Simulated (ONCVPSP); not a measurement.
**Scattering properties, ONCV potential for Be (Z = 4)**

ONCVPSP 4.0.1 input, shortened (lines: element, Z, core and valence counts, functional; n l f; lmax; l rc ep ncon nbas qcut; lloc lpopt rc5 dvloc0; l nproj debl; icmod fcfact rcfact), LDA (Perdew-Wang 92), scalar-relativistic:

```
  Be 4.00    0    3  -001012      upf
    1    0    2.00
    2    0    1.50
    2    1    0.50
    1
    0    0.65    0.00    3    6   20.70
    1    4.00    0.00    3    7    3.50
    4    5    0.40   -1.00
    0    2    2.40
    1    3    0.60
    0    0.00    0.00
```

The phase is arctan(r·R′/R) of the radial function R(r), unwrapped; energies in Ha, scanned from -5 to 5 Ha. A pole is an energy at which the radial function vanishes at the test radius. The pseudo phase is shifted by a multiple of π to meet the all-electron one at the reference energy, and phase errors are pseudo minus all-electron; the curves can meet again beyond the range given. Levels narrower than the energy grid can be missing from the lists of poles.

```
channel  radius (bohr)  reference energy (Ha)     poles, all-electron     poles, pseudo  unbroken range about the reference energy with phases within 0.05 rad  phase error 1 Ha above the reference energy (rad)
      s           0.66                  -0.22                   -1.31             -1.31                                                        the whole range                                             +0.000
      p           4.07                  -0.09  0.02, 0.97, 2.55, 4.77  0.02, 0.97, 2.62                                                              below 3.1                                             +0.000
```

Phases in the p channel:

| E (Ha) | all-electron | pseudo |
| --- | --- | --- |
| -4.96 | 1.485 | 1.485 |
| -4.48 | 1.480 | 1.480 |
| -4.00 | 1.475 | 1.475 |
| -3.52 | 1.467 | 1.467 |
| -3.04 | 1.458 | 1.458 |
| -2.56 | 1.447 | 1.447 |
| -2.08 | 1.431 | 1.431 |
| -1.60 | 1.407 | 1.407 |
| -1.12 | 1.365 | 1.365 |
| -0.64 | 1.264 | 1.264 |
| -0.16 | -0.246 | -0.246 |
| 0.32 | -2.822 | -2.822 |
| 0.80 | -4.635 | -4.635 |
| 1.28 | -4.866 | -4.866 |
| 1.76 | -7.430 | -7.420 |
| 2.24 | -7.791 | -7.785 |
| 2.72 | -7.884 | -7.869 |
| 3.20 | -8.033 | -7.953 |
| 3.68 | -10.614 | -8.266 |
| 4.16 | -10.918 | -10.693 |
| 4.64 | -10.982 | -10.894 |
